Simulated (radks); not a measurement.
Results of a calculation; reference values are marked as such.
Effect of the nuclear size on neutral caesium, [Xe] 6s1. Level of theory: Dirac Kohn-Sham, PBE, spin-unpolarised, spherical densities, finite nucleus; Fermi nuclear charge, rms radius 4.8041 fm (a radial shooting solver on a logarithmic mesh with Libxc functionals). The rms radius is varied about that value; shifts are against it.

rms radius (fm)  total energy shift (eV)  density at nucleus (e/bohr^3)  1s1/2 shift (meV)  2s1/2 shift (meV)  4p1/2 shift (meV)  5s1/2 shift (meV)  5p1/2 shift (meV)
3.9153                             -2.52                      3.077e+05              -1050               -125              0.436             -0.728              0.135
4.3477                             -1.35                      3.018e+05               -562              -67.0              0.233             -0.389              0.072
4.8041                                 0                      2.962e+05              0.000              0.000              0.000              0.000              0.000
5.1884                              1.22                       2.92e+05                508               60.6             -0.211              0.352             -0.065
5.8994                              3.67                      2.851e+05               1530                183             -0.635               1.06             -0.196

Slopes of the eigenvalues against <r^2> in GHz/fm^2, as finite differences over the two radii next to the reference (eigenvalue slopes, not the field-shift constants of lines): 1s1/2 32300, 2s1/2 3850, 4p1/2 -13.4, 5s1/2 22.3, 5p1/2 -4.14.
